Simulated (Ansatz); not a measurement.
# Energy profile

The step: GeH₄S ([SH][GeH3]) + H₂O₂ ([OH][OH]) → GeH₄O₂ ([OH][O][GeH3]) + H₂S; bonds formed: Ge1–O7, S2–H6; bonds broken: Ge1–S2, H6–O7 (atoms numbered as in the saddle structure below).

Ge1  (-0.675, -0.900, -0.221)
S2  (2.032, -0.807, -0.107)
H3  (-0.487, -1.001, -1.738)
H4  (-0.583, -2.189, 0.599)
H5  (-2.085, -0.294, 0.018)
H6  (1.087, 0.594, 0.391)
O7  (0.040, 0.741, 0.699)
O8  (-0.573, 1.996, 0.427)
H9  (2.100, -0.395, -1.383)
H10  (-0.857, 2.256, 1.314)
(Å)

Electronic energies by CCSD(T) at an estimated basis limit (MP2 extrapolated from triple and quadruple zeta, plus CCSD(T) − MP2 in triple zeta), on PBE0-D4/def2-TZVP structures; GeH6SO2, singlet; no counterpoise correction. Computed with Ansatz 0.2.0 (basis: def2-TZVPP and def2-QZVPP); correlated methods freeze the cores. Filled d shells of the heavier atoms are correlated. The def2 sets are not built for correlating such inner shells, so the correlated values are less sure here. Extrapolation: Hartree–Fock as exp(−7.88 √X), correlation as X^−2.97.

(1) Give the profile in kJ/mol, counted from the separated reactants. (To be estimated.)

No T1 diagnostic of these runs exceeds 0.014.

Results:

(1) Computed:
```csv
point,kJ/mol
"separated: GeH4S (linked as [SH][GeH3]; Ge1, S2, H3, H4, H5, H9; singlet) + H2O2 (linked as [OH][OH]; H6, O7, O8, H10; singlet)",0.0
start structure,-21.9
saddle,127.1
end structure,7.5
"separated: GeH4O2 (linked as [OH][O][GeH3]; Ge1, H3, H4, H5, O7, O8, H10; singlet) + H2S (S2, H6, H9; singlet)",21.7
```

For scale, one of the runs: CCSD(T)/def2-TZVPP, 236 basis functions, launched by `ansatz run in.yaml --threads 8 --pin off --events-out ev --progress --plain --max-ram 19148MiB`. The run took 22 s on 8 CPU threads of an Intel Xeon 6975P-C (shared host), with 4.9 GiB of host memory at its peak.
